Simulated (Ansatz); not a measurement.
Computed with Ansatz on PBE0-D4/def2-TZVP structures; ΔE is electronic, products minus reactants. CBS: MP2 limit from def2 TZ/QZ plus the TZ coupled-cluster correction, frozen cores. Functionals use def2-TZVPP. HSE06 is defined as in plane-wave codes. def2 core potentials past Kr. For Te outer-core shells are correlated without core-valence functions, which leaves a few kJ/mol of doubt a bond. Each species was taken in one conformer, which may not be the lowest.

Reaction (ligand exchange at a B–C bond): `N[SiH2]CBO` + H₂Te → `OB[TeH]` + `C[SiH2]N`

`N[SiH2]CBO`:

Cartesian coordinates in Å:
```
N -1.702 0.040 1.365
Si 0.006 0.228 1.291
C 0.887 -0.628 -0.139
B 0.422 -0.091 -1.514
O 1.152 0.880 -2.126
H -2.299 0.501 0.697
H -2.105 -0.833 1.664
H 0.551 -0.326 2.559
H 0.288 1.686 1.207
H 1.958 -0.462 0.023
H 0.667 -1.695 -0.026
H -0.591 -0.476 -2.045
H 0.767 1.173 -2.955
```

H₂Te:

Cartesian coordinates in Å:
```
Te 0.103 0.759 -0.133
H -0.155 -0.569 -1.089
H 0.052 -0.190 1.222
```

`OB[TeH]`:

```xyz
6

O     0.201    0.293   -1.572
B     0.075    0.408   -0.236
Te   -0.273   -1.284    1.077
H     0.129   -0.594   -1.933
H     0.161    1.495    0.246
H    -0.293   -0.318    2.418
```

`C[SiH2]N`:

Cartesian coordinates in Å:
```
C 0.583 1.226 0.338
Si 0.090 -0.309 -0.613
N -0.941 -1.416 0.205
H 1.237 1.860 -0.269
H 1.122 0.967 1.253
H -0.293 1.816 0.617
H 1.327 -1.055 -0.974
H -0.623 0.114 -1.849
H -0.587 -1.999 0.945
H -1.915 -1.204 0.346
```

```json
{"level": "LDA (SPW92)", "ΔE (kcal/mol)": "-6.8"}
{"level": "HSE06-D4", "ΔE (kcal/mol)": "-7.7"}
{"level": "ωB97X-V", "ΔE (kcal/mol)": "-6.5"}
{"level": "B2PLYP", "ΔE (kcal/mol)": "-7.9"}
{"level": "revPBE", "ΔE (kcal/mol)": "-9.2"}
{"level": "HF/def2-TZVPP", "ΔE (kcal/mol)": "-6.7"}
{"level": "MP2/def2-TZVPP", "ΔE (kcal/mol)": "-8.6"}
{"level": "SCS-MP2/def2-TZVPP", "ΔE (kcal/mol)": "-8.0"}
```

Question: What does CCSD(T)/CBS give? (Estimate.)

Answer: Computed: -8.1 kcal/mol. The listed levels differ from it by 1.3, 0.4, 1.6, 0.2, -1.1, 1.4, -0.5, 0.1 kcal/mol.

Question: What do rigid-rotor, harmonic-oscillator terms from PBE0-D4/def2-TZVP frequencies (298.15 K, 1 bar) make of the CCSD(T)/CBS value? (Estimate.)

Answer: Computed: ΔZPE = +2.2 kcal/mol, ΔH = -6.3 kcal/mol, ΔS = 7 J/(mol·K), ΔG = -6.7 kcal/mol. Modes under 50 cm⁻¹ make the entropy rough.

Largest T1 diagnostic among the species: 0.013.

At CCSD(T), def2-SVP lies +2.8 kcal/mol from the extrapolated value and def2-TZVPP +0.9 kcal/mol. From BLYP to BHLYP (50 % exact exchange), in def2-TZVPP and without D4, ΔE moves by +1.3 kcal/mol. Leaving LDA and LC-ωPBE aside and taking each functional with its dispersion term where it has one, the values, not all of them listed here, spread over 2.4 kcal/mol, from PBE-D4 to B97M-V. LDA lies +1.7 kcal/mol from PBE without D4.

CCSD(T)/CBS has its own doubt, a few kJ/mol and more with outer-core shells, so smaller differences from it don't rank the levels.
